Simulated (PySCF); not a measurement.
**Electron correlation in F⁺ (fluorine, charge +1)**

[He] 2s2 2p4, high-spin 3P determinant. Calculation: PySCF 2.14, in def2-SVP (3s2p1d, 14 functions); no relativity, point nucleus. Frozen: 1s2; 6 electrons correlated.

MP2 pair energies summed by pair of shells (mhartree):

```json
{"pair": "2p-2p", "energy": "-45.51", "share (%)": "48.0"}
{"pair": "2s-2p", "energy": "-42.32", "share (%)": "44.7"}
{"pair": "2s-2s", "energy": "-6.90", "share (%)": "7.3"}
```

Total MP2 correlation energy: -94.73 mhartree.

Same-spin part -23.40 and opposite-spin part -71.33 mhartree; SCS-MP2 scales them by 1/3 and 6/5 to -93.40 mhartree.

```
  level  correlation energy (mhartree)
   CCSD                        -109.06
    (T)                          -0.82
CCSD(T)                        -109.88
```

Diagnostics: T1 = 0.0041, D1 = 0.0069, largest double amplitude 0.042.

Cost of the coupled-cluster step: 0.07 s of wall time on 1 thread of Neoverse-V2 (shared host), for 6 correlated electrons.
